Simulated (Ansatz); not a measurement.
Cost and result for the atomization energy of `OC(O)=C[SiH3]` (11 atoms, 10 bonds).

```xyz
11

O    -1.216   -1.112   -0.570
C    -0.438   -0.091   -0.941
O    -0.649    0.216   -2.238
C     0.415    0.507   -0.102
Si    0.620   -0.004    1.656
H    -1.744   -1.390   -1.327
H    -0.078    0.949   -2.484
H     1.003    1.328   -0.497
H     1.082   -1.413    1.790
H     1.643    0.882    2.275
H    -0.641    0.126    2.438
```

Charge 0, multiplicity 1. The structure was optimised at the PBE0-D4/def2-TZVP level. It is one conformer, not always the lowest. Program: Ansatz. All runs use 4 threads of an Arm Neoverse V2 on a shared host. Times are those of one run each, without the atoms' runs, and a repeat can differ threefold. Electronic energies, without spin–orbit coupling; frozen cores. CCSD(T)/CBS adds CCSD(T) − MP2 in def2-TZVPP to the MP2 limit, and its time is that of the two runs behind it. T1 = 0.013. B3LYP takes the VWN-RPA correlation (the form of Gaussian; ORCA's B3LYP/G). HSE06 is the plane-wave form, built on full-range PBE exchange.

CCSD(T)/CBS is a level of theory with its own doubt, some kJ/mol a heavy atom from the limit and from the frozen cores, so smaller differences don't rank the functionals.

| level | functions | wall time |
| --- | --- | --- |
| LDA (SPW92)/def2-TZVPP | 250 | 1.2 s |
| BLYP-D4/def2-TZVPP | 250 | 2.1 s |
| PBE-D4/def2-TZVPP (with forces) | 250 | 2.6 s |
| PBE0-D4/def2-TZVPP | 250 | 2.8 s |
| HSE06-D4/def2-TZVPP | 250 | 3 s |
| B3LYP-D4/def2-TZVPP (with forces) | 250 | 4.6 s |
| r2SCAN-D4/def2-TZVPP (with forces) | 250 | 4.8 s |
| CCSD(T)/def2-SVP | 104 | 4.9 s |
| ωB97X-V/def2-TZVPP | 250 | 7.5 s |
| ωB97M-V/def2-TZVPP (with forces) | 250 | 11 s |
| MP2/def2-QZVPP | 478 | 22 s |
| CCSD(T)/def2-TZVPP | 250 | 2.7 min |
| CCSD(T)/CBS(def2) | – | 3 min |

**Question.** What atomization energy does each give, and how far from CCSD(T)/CBS? (An estimate is asked.)

**Answer.** The calculation gave: 
```csv
level,atomization (kJ/mol),difference from CCSD(T)/CBS,per bond
LDA (SPW92)/def2-TZVPP,4807.2,664.7,66.5
BLYP-D4/def2-TZVPP,4142.3,-0.2,0.0
PBE-D4/def2-TZVPP (with forces),4237.5,95.0,9.5
PBE0-D4/def2-TZVPP,4141.1,-1.4,-0.1
HSE06-D4/def2-TZVPP,4144.9,2.4,0.2
B3LYP-D4/def2-TZVPP (with forces),4134.7,-7.8,-0.8
r2SCAN-D4/def2-TZVPP (with forces),4158.4,15.9,1.6
CCSD(T)/def2-SVP,3904.2,-238.3,-23.8
ωB97X-V/def2-TZVPP,4152.8,10.3,1.0
ωB97M-V/def2-TZVPP (with forces),4155.8,13.3,1.3
MP2/def2-QZVPP,4178.5,36.0,3.6
CCSD(T)/def2-TZVPP,4027.1,-115.4,-11.5
CCSD(T)/CBS(def2),4142.5,0.0,0.0
```

The D4 term adds +33.1 kJ/mol with B3LYP and +17.3 kJ/mol with PBE0; it sums over pairs of atoms, weighted by their polarisabilities, and B3LYP, whose exchange is more repulsive, gets the larger term. From BLYP to BHLYP (50 % exact exchange), in def2-TZVPP and without D4, the atomization energy moves by −132.3 kJ/mol: exact exchange takes away binding that semilocal exchange gives to molecules. At CCSD(T), def2-SVP lies −238.3 kJ/mol from the extrapolated value and def2-TZVPP −115.4 kJ/mol: correlation converges slowly with the basis, and small sets miss more of it in the bonded molecule than in its fragments.
